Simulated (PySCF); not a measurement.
Computed IR spectrum (relative IR intensity) of a molecule CH7FO2Si2. Coordinates come from a r2SCAN-D4/def2-SVP optimisation. The values are those of a single conformer. Computed with r2SCAN-D4/def2-SVP in PySCF. Frequencies are harmonic and unscaled.

ν (cm⁻¹): 154 (vw), 298 (w), 443 (w), 609 (vw), 728 (w), 740 (w), 831 (w), 869 (vs), 931 (m), 950 (m), 953 (m), 993 (vs), 1103 (vs), 1152 (s), 1211 (m), 2230 (m), 2233 (m), 2252 (m), 2349 (m), 3007 (w), 3096 (w), 3136 (w) (against the strongest line: vs over 80 %, s over 45 %, m over 15 %, w over 4 %, vw less)

Task: Pick the molecule that these values belong to.
(A) C[SiH2]O[Si@H](O)F
(B) CO[SiH2]O[SiH2]F
(C) C[Si@@H](O)O[SiH2]F
(D) CO[Si@H](F)O[SiH3]

Result: D, CO[Si@H](F)O[SiH3]
